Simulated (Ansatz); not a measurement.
```json
{"atom": "C", "x (Å)": "-1.2888", "y (Å)": "-0.4248", "z (Å)": "0.0135"}
{"atom": "H", "x (Å)": "-1.2887", "y (Å)": "-1.0520", "z (Å)": "0.8841"}
{"atom": "H", "x (Å)": "-1.2537", "y (Å)": "-1.1076", "z (Å)": "-0.8819"}
{"atom": "H", "x (Å)": "-2.1770", "y (Å)": "0.1935", "z (Å)": "0.0077"}
{"atom": "C", "x (Å)": "-0.0008", "y (Å)": "0.3996", "z (Å)": "-0.0002"}
{"atom": "H", "x (Å)": "0.0071", "y (Å)": "1.0740", "z (Å)": "0.8966"}
{"atom": "H", "x (Å)": "0.0065", "y (Å)": "1.0589", "z (Å)": "-0.9073"}
{"atom": "C", "x (Å)": "1.3086", "y (Å)": "-0.4217", "z (Å)": "-0.0109"}
{"atom": "H", "x (Å)": "1.2863", "y (Å)": "-1.0741", "z (Å)": "0.8768"}
{"atom": "H", "x (Å)": "1.2467", "y (Å)": "-1.0397", "z (Å)": "-0.8787"}
{"atom": "H", "x (Å)": "2.1539", "y (Å)": "0.1757", "z (Å)": "0.0003"}
```

Basis set: cc-pVDZ (spherical functions). Frozen core: 3 orbitals. Charge 0, multiplicity 1.

Computed with Ansatz (development build ahead of 0.2.0); each method stands on the lowest determinant of its kind that the runs found. Restricted open shells among the atoms or ions are ROHF, correlated in semicanonical orbitals with singles.

The atomization energy at this shape (free ground-state atoms in the same class of orbitals less the molecule, no zero-point energy) of singlet C3H8:

```csv
method,atomization energy
RHF,33.28 eV
```

(1) What does RHF-MP2 give?

Results:

(1) 40.86 eV. Caution: the shape is not the minimum.
